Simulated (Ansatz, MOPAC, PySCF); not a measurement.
Two conformers of C2H9NSi (SMILES CCN[SiH3]), B3LYP-D3(BJ)/def2-TZVP minima.
Conformer 1 (charge 0, multiplicity 1):
```xyz
13

C     -1.967    -0.059    -0.105
C     -0.594     0.581     0.046
N      0.473    -0.306    -0.400
Si     2.062    -0.305     0.255
H     -2.025    -0.984     0.471
H     -2.753     0.618     0.238
H     -2.169    -0.300    -1.152
H     -0.416     0.815     1.100
H     -0.576     1.540    -0.489
H      0.349    -0.634    -1.346
H      2.844     0.943     0.023
H      2.799    -1.430    -0.366
H      1.973    -0.481     1.726
```
Conformer 2 (charge 0, multiplicity 1):
```
atom    x (Å)    y (Å)    z (Å)
----  -------  -------  -------
C     -1.6703   0.2107   0.7210
C     -0.7419  -0.5858  -0.1931
N      0.6312  -0.6831   0.2870
Si     1.8709   0.4439  -0.0962
H     -1.7250  -0.2490   1.7107
H     -1.3093   1.2332   0.8461
H     -2.6830   0.2509   0.3123
H     -1.1462  -1.5925  -0.3404
H     -0.7178  -0.1228  -1.1837
H      0.7221  -1.2168   1.1381
H      1.6634   1.8259   0.4226
H      1.9737   0.5605  -1.5715
H      3.1322  -0.0750   0.4818
```

No zero-point or thermal terms.

Cores are frozen in the correlated methods. Rows in 6-31G* carry no dispersion term and start afresh at each structure (6-31G* with six Cartesian d functions). MP2/6-31G* freezes PySCF's default core. The state that PM6 reach isn't checked.

Codes used: Ansatz (Gaussian basis) for Hartree–Fock, density functionals and correlated methods; MOPAC for PM6 (differences of heats of formation); PySCF for 6-31G* rows, the dispersion terms. Values without a source in brackets are computed.

Question: Give the electronic energy of conformer 2 less that of conformer 1 at the level PM6.

Answer: -5 kJ/mol

Ansatz is a program for electronic structure.
